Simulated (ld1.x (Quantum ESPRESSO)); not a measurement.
# u(r) = r·R(r): atom against pseudo-atom (phosphorus)

Columns: radius, all-electron u(r) and pseudo u(r) of the 3p shell (level -24.28 eV) of phosphorus in the configuration [Ne] 3s2 3p1; Wu–Cohen, scalar-relativistic, TM scheme, ld1.x (Quantum ESPRESSO) 7.5.

```
r (bohr)  all-electron   pseudo
   0.090        0.1393  -0.0054
   0.180        0.2978  -0.0215
   0.270        0.3604  -0.0478
   0.360        0.3348  -0.0839
   0.450        0.2506  -0.1288
   0.540        0.1343  -0.1814
   0.630        0.0048  -0.2405
   0.720       -0.1254  -0.3044
   0.810       -0.2486  -0.3712
   0.900       -0.3603  -0.4388
   0.990       -0.4583  -0.5050
   1.080       -0.5419  -0.5673
   1.170       -0.6112  -0.6235
   1.260       -0.6667  -0.6717
   1.350       -0.7090  -0.7106
   1.440       -0.7391  -0.7395
   1.530       -0.7583  -0.7583
   1.620       -0.7677  -0.7677
   1.710       -0.7686  -0.7686
   1.800       -0.7623  -0.7623
   1.890       -0.7498  -0.7498
   1.980       -0.7322  -0.7322
   2.070       -0.7105  -0.7105
   2.160       -0.6855  -0.6855
   2.250       -0.6580  -0.6580
   2.340       -0.6286  -0.6286
```

Q: How many radial nodes do the two functions have?

A: The all-electron 3p function has n − l − 1 = 1; the pseudo-wave has 0, since the states of the same l below it are removed with the core.

Q: At about which radius was the pseudo-wave matched?

A: 1.80 bohr. The columns agree to 0.0005 from 1.44 bohr on; several derivatives are matched, so the curves merge somewhat inside the radius.

Q: Where does each function peak?

A: Outermost all-electron maximum near 1.71 bohr, pseudo maximum near 1.71 bohr (to the table’s step).

Q: Is the pseudo-wave norm-conserving?

A: Yes: the TM scheme keeps the norm inside the radius equal to the all-electron one, which fixes the energy derivative of the logarithmic derivative at the level.
